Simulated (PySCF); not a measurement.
2-pyrimidin-2-yl-1,3-thiazole (C7H5N3S), SMILES c1cnc(-c2nccs2)nc1.

Geometry: B3LYP-D3(BJ)/def2-SVP. Other conformers were not sampled.

Calculation: TDA-PBE/def2-SVP (PySCF).

Vertical excitations. Isolated molecule, no solvent. State labels are in the subgroup Cs.

```tsv
state	symmetry	energy (eV)	λ (nm)	f	main pairs
S1	A"	3.09	401	0.000	HOMO→LUMO 99 %
S2	A"	3.71	334	0.004	HOMO→LUMO+1 94 %
S3	A"	3.74	332	0.000	HOMO−2→LUMO 97 %
S4	A'	3.92	316	0.007	HOMO−1→LUMO+1 90 %
S5	A"	4.10	303	0.000	HOMO−2→LUMO+1 98 %
S6	A'	4.23	293	0.425	HOMO−1→LUMO 79 %
S7	A"	4.64	267	0.002	HOMO−4→LUMO 97 %
S8	A'	4.85	256	0.032	HOMO−3→LUMO+1 95 %
S9	A"	4.91	252	0.000	HOMO→LUMO+2 99 %
S10	A'	4.96	250	0.151	HOMO−3→LUMO 78 %
T1	A"	2.89	429	0	HOMO→LUMO 99 %
T2	A'	2.93	423	0	HOMO−1→LUMO 98 %
T3	A"	3.24	383	0	HOMO→LUMO+1 98 %
T4	A"	3.43	362	0	HOMO−2→LUMO 99 %
```
Triplets are in the Tamm–Dancoff approximation.
